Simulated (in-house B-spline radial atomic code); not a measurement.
**Ionising Hf VI (Hf5+) with different functionals**

Computed with an all-electron radial atomic-structure program (B-spline basis): scalar-relativistic (spin-free X2C) Hamiltonian, Fermi nucleus of rms radius 5.347 fm, spin-polarised at highest spin, spherical fractional occupations for the functionals, and exact exchange of hybrids averaged over the configuration. The ionisation energy is the difference of two self-consistent energies, [Xe] 4f13 → [Kr] 4d10 4f13 5s2 5p5, without Breit or QED terms; ε is the level of the shell that loses the electron (its least bound occupied spin orbital). There is no spin-orbit coupling in this Hamiltonian.

```
   method                    rung  ΔSCF (eV)  -ε(5p) (eV)
     PBE0           global hybrid     102.07        96.11
    B3LYP           global hybrid     102.11        95.67
    TPSSh           global hybrid     102.19        94.91
   M06-2X           global hybrid     102.74        99.38
BHandHLYP           global hybrid     101.98        98.25
  r2SCAN0           global hybrid     102.71        96.88
    B97-1           global hybrid     102.03        95.70
    HSE06  range-separated hybrid     101.97        95.60
    wB97X  range-separated hybrid     101.69        98.41
CAM-B3LYP  range-separated hybrid     102.07        97.60
  LC-wPBE  range-separated hybrid     101.92        98.90
```

Among the functionals, which spreads more, the ΔSCF values or the orbital energies?

The orbital energies: ΔSCF values span about 1.05 eV and the orbital energies 4.47 eV; here energy differences depend much less on the functional than eigenvalues do.

How do they compare with the NIST value?

NIST lists 98 eV ± 5 (tabulated theory, ground level to ground level). Errors run from +3.69 to +4.74 eV; all lie within about twice that uncertainty, so the table can't rank the methods.
